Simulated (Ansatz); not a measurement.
CunHm: gap (eV) at several levels, gas phase, relaxed structures; Ansatz. Clusters are the lowest isomers that short searches found in that spin, judged at the geometry's level. HOMO and LUMO are taken over both spins. Singlets are spin-restricted. The structures are stationary points that may keep the symmetry of their start.

| species | state | geometry | PBE-D4/def2-SVP | PBE-D4/def2-TZVP | r2SCAN-D4/def2-TZVP | PBE0-D4/def2-SVP | PBE0-D4/def2-TZVP |
| --- | --- | --- | --- | --- | --- | --- | --- |
| Cu2H3 | doublet | PBE-D4/def2-TZVP | 0.60 | 0.61 | 0.99 | 2.32 | 2.34 |
| Cu2H4 | singlet | r2SCAN-D4/def2-TZVP | 2.79 | 2.80 | 3.07 | 4.60 | 4.57 |
| Cu3H4 | doublet | PBE-D4/def2-SVP | 0.64 | 0.67 | 1.03 | 2.90 | 2.94 |
| Cu5H6 | doublet | r2SCAN-D4/def2-SVP | 0.33 | 0.33 | 0.53 | 2.04 | 2.02 |

Estimate the rows for Cu3H (singlet, PBE-D4/def2-TZVP geometry); Cu4H5 (doublet, r2SCAN-D4/def2-SVP geometry).


```csv
species,state,geometry,PBE-D4/def2-SVP,PBE-D4/def2-TZVP,r2SCAN-D4/def2-TZVP,PBE0-D4/def2-SVP,PBE0-D4/def2-TZVP
Cu3H,singlet,PBE-D4/def2-TZVP,1.12,1.20,1.46,2.88,2.95
Cu4H5,doublet,r2SCAN-D4/def2-SVP,0.43,0.43,0.67,2.24,2.21
```

Over the 6 species that have every level, the mean is 0.98 at PBE-D4/def2-SVP, 1.01 at PBE-D4/def2-TZVP, 1.29 at r2SCAN-D4/def2-TZVP, 2.83 at PBE0-D4/def2-SVP, 2.84 at PBE0-D4/def2-TZVP. Orbital gaps grow with the share of exact exchange and aren't one observable across functionals.
